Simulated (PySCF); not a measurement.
trifluoromethoxyethane (C3H5F3O), SMILES FC(F)(OCC)F.

Geometry: ωB97X-D3(BJ)/def2-SVP. Other conformers were not sampled.

Computed with TDDFT-PBE/def2-SVPD run with PySCF.

Vertical excitations. Gas-phase values at a fixed geometry.

Computed excitation energies, oscillator strengths and character:
```csv
state,energy (eV),λ (nm),f,main pairs
S1,7.59,163,0.001,HOMO→LUMO 100 %
S2,8.25,150,0.001,HOMO→LUMO+1 100 %
S3,8.61,144,0.025,HOMO→LUMO+2 99 %
S4,8.79,141,0.030,HOMO→LUMO+3 97 %
S5,8.94,139,0.015,HOMO−1→LUMO 97 %
S6,9.24,134,0.005,HOMO−2→LUMO 99 %
S7,9.40,132,0.003,"HOMO→LUMO+4 85 %, HOMO→LUMO+5 13 %"
S8,9.55,130,0.022,HOMO−1→LUMO+1 99 %
S9,9.57,130,0.005,HOMO→LUMO+5 86 %
S10,9.69,128,0.000,HOMO−3→LUMO 100 %
T1,7.47,166,0,HOMO→LUMO 99 %
T2,8.16,152,0,HOMO→LUMO+1 98 %
T3,8.43,147,0,HOMO→LUMO+2 98 %
T4,8.55,145,0,HOMO→LUMO+3 94 %
```
Triplets are in the Tamm–Dancoff approximation, which puts them higher than full response would, so one can lie above its singlet here.
